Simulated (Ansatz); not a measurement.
Species: C2H2Br2, charge 0, singlet. C2H2Br2 (1,1-dibromoethene, SMILES C=C(Br)Br).
B3LYP-D3(BJ)/def2-TZVP minimum from Ansatz (a program for electronic structure):
```xyz
6

C     -2.0165    -0.2430     0.0022
C     -0.7047    -0.0849     0.0008
Br     0.4975    -1.5473     0.1308
Br     0.1155     1.6212    -0.1314
H     -2.6746     0.6110    -0.0733
H     -2.4527    -1.2288     0.0789
```
Charge 0, spin multiplicity 1.

Total energies in cc-pVDZ, 24 correlated electrons, 30 frozen orbitals. Radicals and triplets start from unrestricted determinants; spin-orbit coupling is neglected. Correlated methods leave the cores frozen (noble-gas shells, and filled d and f shells in the p block). No relativity. Spin-orbit terms, left out, reach several kcal/mol for Br and I, and more for heavier atoms. The restricted determinant of C2H2Br2 (C=C(Br)Br, singlet) is unstable towards broken spin symmetry in at least one set run.

```json
[
 {"method": "HF", "program": "Ansatz", "energy (Eh)": "-5221.63663", "minus CCSDT(Q) (mEh)": "553.24"},
 {"method": "MP2", "program": "Ansatz", "energy (Eh)": "-5222.13581", "minus CCSDT(Q) (mEh)": "54.06"},
 {"method": "CCSD", "program": "Ansatz", "energy (Eh)": "-5222.16968", "minus CCSDT(Q) (mEh)": "20.19"},
 {"method": "CCSD(T)", "program": "Ansatz", "energy (Eh)": "-5222.18773", "minus CCSDT(Q) (mEh)": "2.14"},
 {"method": "CCSDT(Q)", "program": "Ansatz", "energy (Eh)": "-5222.18986", "minus CCSDT(Q) (mEh)": "0.00"}
]
```

Rough core times of Ansatz's runs on a shared machine: CCSD(T) under 20 s, CCSDT(Q) 80 s.
